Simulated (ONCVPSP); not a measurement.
**vanadium: one change to an ONCV potential, before and after**

* Element: vanadium
* Generator: ONCVPSP 4.0.1
* Type: optimised norm-conserving Vanderbilt (ONCV)
* Functional: LDA (Perdew-Wang 92)
* Relativity: scalar-relativistic
* Frozen core: [Ne] 3s2
* Valence charge: 11
* Reference configuration: 3p6 3d3 4s2
* Partial waves: 4s: rc 2.95 bohr, ncon 4, nbas 8, qcut 2.4 1/bohr, 2 projectors, debl 1 Ha; 3p: rc 1.05 bohr, ncon 4, nbas 8, qcut 6.8 1/bohr, 2 projectors, debl 2.7 Ha; 3d: rc 2.25 bohr, ncon 4, nbas 8, qcut 7.7 1/bohr, 2 projectors, debl 1.4 Ha
* Local potential: polynomial inside 1.05 bohr (lpopt 4, dvloc0 4 Ha)
* Core correction: Teter function, fcfact 3.5, rcfact 1.45

Change: core correction Teter function, fcfact 3.5, rcfact 1.1.

Cutoffs: the cutoffs (Ha) at which the residual kinetic energy of the hardest occupied pseudo-wave falls to 1 and 0.1 mHa per electron; they do not see the model core or the augmentation charge, which bear on the density cutoff. Errors are all-electron minus pseudo energies relative to the spin-unpolarised reference configuration.

Question: How do hardness, ghosts and transferability respond?

Answer: The potential gets neither clearly harder nor softer (22 Ha and 100 Ha → 22 Ha and 100 Ha); the errors of the 4 common tests hardly move; neither file shows a bound ghost. A model core, the more so a compact one, raises the density cutoff, which this test does not measure.

| quantity | base | changed |
| --- | --- | --- |
| cutoff, loose | 22 Ha | 22 Ha |
| cutoff, tight | 100 Ha | 100 Ha |
| bound ghosts | none | none |
| GHOST(+) flags under 300 eV | s at 15.6 eV | s at 15.6 eV |
| error for 3p6 3d3 4s1, meV [ΔE 7.93 eV] | -2.2 | -2.2 |
| error for 3p6 3d3 4s0, meV [ΔE 22.47 eV] | -17 | -17 |
| error for 3p6 3d2 4s0, meV [ΔE 51.63 eV] | +178 | +179 |
| error for 3p6 3d3 4s1 4p1, meV [ΔE 3.41 eV] | -4.4 | -4.3 |
| s: phases at 2.99 bohr within 0.05 rad from the reference energy up to (Ha; the scan ends near 5) | n/a | n/a |
| p: phases at 1.06 bohr within 0.05 rad from the reference energy up to (Ha; the scan ends near 5) | to the end of the scan | to the end of the scan |
| d: phases at 2.29 bohr within 0.05 rad from the reference energy up to (Ha; the scan ends near 5) | 4.3 | 4.3 |
| rms error of d²Exc/dni dnj with the model core, mHa | 2.88 | 3.96 |
